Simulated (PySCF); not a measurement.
HCl2GaS (SMILES [SH][Ga]([Cl])[Cl]), singlet, at a GFN2-xTB geometry (such geometries of metal compounds can be far from the true shape); PySCF with DF-CAMB3LYP/def2-SV(P).

Here is a job for PySCF.
```python
from pyscf import gto, scf, dft

mol = gto.M(
    atom='''
Ga    0.039434   -0.016497    0.010711
Cl    2.025953   -0.653465   -0.070567
Cl   -1.069759   -0.201212    1.784447
S    -0.961369    0.874962   -1.773244
H    -2.095846    1.041523   -1.096079
''',
    basis='def2-sv(p)',
    charge=0,
    spin=0,
    verbose=4,
    max_memory=1800,
)

mf = dft.RKS(mol)
mf.xc = 'camb3lyp'
mf = mf.density_fit(auxbasis='def2-universal-jkfit')
mf.kernel()
```

Output, abridged:

```
PySCF version 2.14.0

[INPUT] verbose = 4
[INPUT] num. atoms = 5
[INPUT] num. electrons = 82
[INPUT] charge = 0
[INPUT] spin (= nelec alpha-beta = 2S) = 0
[INPUT] symmetry False subgroup None
[INPUT] Mole.unit = angstrom
[INPUT] Symbol           X                Y                Z      unit          X                Y                Z       unit  Magmom
[INPUT]  1 Ga     0.039434000000  -0.016497000000   0.010711000000 AA    0.074519459996  -0.031174811877   0.020240856520 Bohr   0.0
[INPUT]  2 Cl     2.025953000000  -0.653465000000  -0.070567000000 AA    3.828496311241  -1.234869881989  -0.133352303432 Bohr   0.0
[INPUT]  3 Cl    -1.069759000000  -0.201212000000   1.784447000000 AA   -2.021551529289  -0.380235572976   3.372116113802 Bohr   0.0
[INPUT]  4 S     -0.961369000000   0.874962000000  -1.773244000000 AA   -1.816724114647   1.653438549402  -3.350945512028 Bohr   0.0
[INPUT]  5 H     -2.095846000000   1.041523000000  -1.096079000000 AA   -3.960574939265   1.968193222435  -2.071289120887 Bohr   0.0

nuclear repulsion = 520.300473341598
number of shells = 38
number of NR pGTOs = 186
number of NR cGTOs = 88
basis = def2-sv(p)
ecp = {}

******** <class 'pyscf.df.df_jk.DFRKS'> ********
method = DFRKS
initial guess = minao
damping factor = 0
level_shift factor = 0
DIIS = <class 'pyscf.scf.diis.CDIIS'>
diis_start_cycle = 1
diis_space = 8
diis_damp = 0
SCF conv_tol = 1e-09
SCF conv_tol_grad = None
SCF max_cycles = 50
direct_scf = False
XC library pyscf.dft.libxc version 7.1.2
    S. Lehtola, C. Steigemann, M. J. T. Oliveira, and M. A. L. Marques,  SoftwareX 7, 1–5 (2018)
XC functionals = camb3lyp
    T. Yanai, D. P. Tew, and N. C. Handy,  Chem. Phys. Lett. 393, 51 (2004)
radial grids:
    Treutler-Ahlrichs [JCP 102, 346 (1995); DOI:10.1063/1.469408] (M4) radial grids

becke partition: Becke, JCP 88, 2547 (1988); DOI:10.1063/1.454033
pruning grids: <function nwchem_prune>
grids dens level: 3
symmetrized grids: False
atomic radii adjust function: <function treutler_atomic_radii_adjust>
small_rho_cutoff = 0
Set gradient conv threshold to 3.16228e-05
Initial guess from minao.
tot grids = 87352
******** <class 'pyscf.df.df.DF'> ********
auxbasis = def2-universal-jkfit
Create RSH-DF object <pyscf.df.df.DF object> for omega=0.33
******** <class 'pyscf.df.df.DF'> ********
auxbasis = auxmol.basis = def2-universal-jkfit
init E= -3243.38977950773
  HOMO = -0.327822641434152  LUMO = -0.0713052251072326  gap/eV = 6.98019
cycle= 1 E= -3243.59164738734  delta_E= -0.202  |g|= 0.654  |ddm|= 2.51
  HOMO = -0.334739907684364  LUMO = -0.0483230607152931  gap/eV = 7.79380
cycle= 2 E= -3243.57540759011  delta_E= 0.0162  |g|= 0.796  |ddm|= 1.37
  HOMO = -0.34034305452596  LUMO = -0.0119105361362517  gap/eV = 8.93710
cycle= 3 E= -3243.68040250404  delta_E= -0.105  |g|= 0.0365  |ddm|= 0.705
  HOMO = -0.341309878369093  LUMO = -0.0109233738829406  gap/eV = 8.99027
cycle= 4 E= -3243.68072307801  delta_E= -0.000321  |g|= 0.012  |ddm|= 0.0554
  HOMO = -0.340599270029556  LUMO = -0.0101573224851239  gap/eV = 8.99178
cycle= 5 E= -3243.68076697745  delta_E= -4.39e-05  |g|= 0.00214  |ddm|= 0.0164
  HOMO = -0.34057954378357  LUMO = -0.00987107625510397  gap/eV = 8.99904
cycle= 6 E= -3243.68076879414  delta_E= -1.82e-06  |g|= 0.000783  |ddm|= 0.00477
  HOMO = -0.340606080135688  LUMO = -0.00997270930995686  gap/eV = 8.99699
cycle= 7 E= -3243.68076905529  delta_E= -2.61e-07  |g|= 9.71e-05  |ddm|= 0.00122
  HOMO = -0.340602402634425  LUMO = -0.00996564441916048  gap/eV = 8.99708
cycle= 8 E= -3243.68076906274  delta_E= -7.45e-09  |g|= 3.13e-05  |ddm|= 0.000279
  HOMO = -0.340602780741276  LUMO = -0.00996720700512199  gap/eV = 8.99705
cycle= 9 E= -3243.68076906363  delta_E= -8.89e-10  |g|= 6.3e-06  |ddm|= 9.97e-05
  HOMO = -0.340602936699843  LUMO = -0.00996706413097348  gap/eV = 8.99706
Extra cycle  E= -3243.68076906368  delta_E= -5e-11  |g|= 3.48e-06  |ddm|= 2.06e-05
converged SCF energy = -3243.68076906368
```
